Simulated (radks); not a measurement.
Valence configurations of Cu+ (all share [Ar]). Calculated with a radial shooting solver on a logarithmic mesh with Libxc functionals: Dirac Kohn-Sham, BLYP, spin-unpolarised, spherical densities, finite nucleus; open shells fill j = l - 1/2 first; Fermi nuclear charge, rms radius 3.8823 fm. Energies are relative to 3d10; eigenvalues in eV.

valence          E (eV)  e(3d3/2)  e(3d5/2)  e(4p1/2)  e(4s1/2)
3d10              0.000   -13.886   -13.612         -         -
3d9 4s1           3.154   -18.988   -18.692         -   -13.711
3d9 4p1           9.102   -20.611   -20.313    -8.676         -
3d9.5 4s0.5       1.142   -16.282   -15.997         -   -12.887
3d8 4s2          10.300   -25.247   -24.925         -   -15.453
3d9.5 4p0.5       3.943   -17.111   -16.826    -7.779         -
3d8.5 4s1 4p0.5   9.267   -22.802   -22.492    -8.818   -15.073
3d8.5 4s1.5       6.166   -21.984   -21.675         -   -14.570
3d7.5 4s1 4p1.5  26.080   -31.043   -30.707   -10.610   -17.684

NIST lists [Ar] 3d10 as the ground configuration; this level of theory agrees among the configurations tried. The energies are those of spherical spin-averaged densities, not of single terms.
